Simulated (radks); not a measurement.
Kinetic energies: the exact non-interacting value of the Kohn-Sham orbitals and orbital-free approximations, as 100 (|E| - |E exact|)/|E exact|, negative where the magnitude is too small. Species: Sr [Kr] 5s2; Gd23+ [Kr] 4d5; F2+ [He] 2s2 2p3. Method: non-relativistic Kohn-Sham, LDA (Slater exchange, Perdew-Wang correlation), spin-polarised, spherical densities, point nucleus; computed with a radial shooting solver on a logarithmic mesh with Libxc functionals. Every spin shell is full or empty, so the densities are truly spherical. Functionals are evaluated on that one density, not self-consistently.

exact (hartree): Sr 3126.99; Gd23+ 10585.0; F2+ 96.8303
Thomas-Fermi: Sr -5.77; Gd23+ -5.09; F2+ -8.77
von Weizsacker: Sr -54.54; Gd23+ -60.67; F2+ -23.27
TF + vW: Sr +39.70; Gd23+ +34.24; F2+ +67.96
TF + vW/9: Sr -0.71; Gd23+ -0.72; F2+ -0.24
TF + vW/5: Sr +3.33; Gd23+ +2.78; F2+ +6.58
LC94: Sr +0.05; Gd23+ +0.01; F2+ +0.10
APBEK: Sr +0.12; Gd23+ +0.05; F2+ +0.18
revAPBEK: Sr +0.33; Gd23+ +0.21; F2+ +0.76
Perdew 92: Sr -0.70; Gd23+ -0.71; F2+ -0.23
Pearson: Sr -1.03; Gd23+ -0.94; F2+ -2.86
PG1: Sr +16.79; Gd23+ +14.10; F2+ +35.40
DePristo-Kress: Sr -0.08; Gd23+ -0.17; F2+ -0.56
Ernzerhof: Sr -0.39; Gd23+ -0.45; F2+ +1.10
